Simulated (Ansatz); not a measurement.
# Worked example: the enthalpy of C2H5Br + CH4O → C2H6O + CH3Br

Species: C2H5Br (bromoethane) `CCBr`, singlet; CH4O `CO`, singlet; C2H6O `CCO`, singlet; CH3Br (bromomethane) `CBr`, singlet. The partners trade Br for OH; both sit on C, so the bond types are kept.

Shapes, held fixed at every level: PBE0-D4/def2-TZVP. Flexible molecules stand in one conformer, not always the lowest. Programs: Ansatz 0.2.0. The zero-point and thermal terms to 298 K, harmonic and unscaled (PBE0-D4/def2-TZVP), stand in the table.

At MP2/def2-TZVPP; 1 Eh = 2625.50 kJ/mol:

| species | energy (Eh) | H(298 K) − E (kJ/mol) | tabulated ΔfH (kJ/mol) |
| --- | --- | --- | --- |
| C2H5Br | -2651.731790 | 186.9 | -63.1 |
| CH4O | -115.521848 | 146.3 | -200.7 |
| C2H6O | -154.748776 | 224.2 | -234.6 |
| CH3Br | -2612.506101 | 108.4 | -36.4 |

Work out the reaction enthalpy at 298 K from the calculation and from the table of heats.


1. Electronic: (-154.748776) + (-2612.506101) − [(-2651.731790) + (-115.521848)] = -0.001239 Eh = -3.3 kJ/mol.
2. Zero-point and thermal: (224.2) + (108.4) − [(186.9) + (146.3)] = -0.6 kJ/mol.
3. Computed ΔH = -3.9 kJ/mol.
4. From the heats of formation (Active Thermochemical Tables): (-234.6) + (-36.4) − [(-63.1) + (-200.7)] = -7.2 kJ/mol.
5. Computed less tabulated: +3.3 kJ/mol. Tabulated heats carry uncertainties of their own.

Relativity is left out for Br unless named. Correlated rows may include outer-core shells of Br, which these sets cover unevenly.
